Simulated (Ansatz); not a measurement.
(Cl2Ga-mu-SH)3 (Ga3H3S3Cl6). Charge 0, multiplicity 1. Geometry PBE-D4/def2-SVP.

```xyz
15

Ga   -1.7257    0.2729   -1.2788
Cl   -3.7019    1.0841   -1.6440
Cl   -0.7927   -0.8912   -2.8297
S    -0.4109    2.1104   -0.5074
Ga    1.8377    1.3655   -0.1756
Cl    2.8621    3.1511    0.5037
Cl    2.6033    0.2502   -1.8487
S     1.7401   -0.0848    1.7087
Ga    0.2333   -1.8804    1.2970
Cl   -0.0943   -2.8304    3.2178
Cl    0.9839   -3.0264   -0.3621
S    -1.8686   -0.8392    0.8291
H    -0.1629    2.6219   -1.7481
H     0.9311    0.6753    2.5021
H    -2.4345   -1.9790    0.3359
```

Single mean-field runs in def2-TZVP are fitted with def2-universal-jkfit.

Task: Estimate the orbital energies around the gap (eV) in Ansatz with HF/STO-3G, PBE-D4/def2-SVP, r2SCAN-D4/def2-TZVP, PBE0-D4/def2-TZVP, r2SCAN0-D4/def2-TZVP.

Result: 
```
orbital  HF/STO-3G  PBE-D4/def2-SVP  r2SCAN-D4/def2-TZVP  PBE0-D4/def2-TZVP  r2SCAN0-D4/def2-TZVP
 HOMO−9     -10.11            -7.91                -8.46              -9.51                 -9.76
 HOMO−8      -9.75            -7.75                -8.34              -9.37                 -9.63
 HOMO−7      -9.71            -7.74                -8.30              -9.32                 -9.58
 HOMO−6      -9.63            -7.71                -8.29              -9.31                 -9.56
 HOMO−5      -9.60            -7.64                -8.21              -9.26                 -9.52
 HOMO−4      -9.44            -7.62                -8.18              -9.17                 -9.42
 HOMO−3      -9.40            -7.61                -8.16              -9.16                 -9.40
 HOMO−2      -9.30            -7.52                -8.06              -9.05                 -9.31
 HOMO−1      -9.18            -7.42                -8.00              -9.02                 -9.27
   HOMO      -9.12            -7.35                -7.92              -8.96                 -9.21
   LUMO       4.50            -2.83                -2.83              -2.16                 -2.03
 LUMO+1       5.30            -2.41                -2.45              -1.76                 -1.64
 LUMO+2       5.52            -2.39                -2.40              -1.70                 -1.57
 LUMO+3       6.89            -1.99                -2.08              -1.51                 -1.35
 LUMO+4       6.98            -1.48                -1.58              -0.90                 -0.76
 LUMO+5       8.11            -1.08                -1.16              -0.45                 -0.29
```
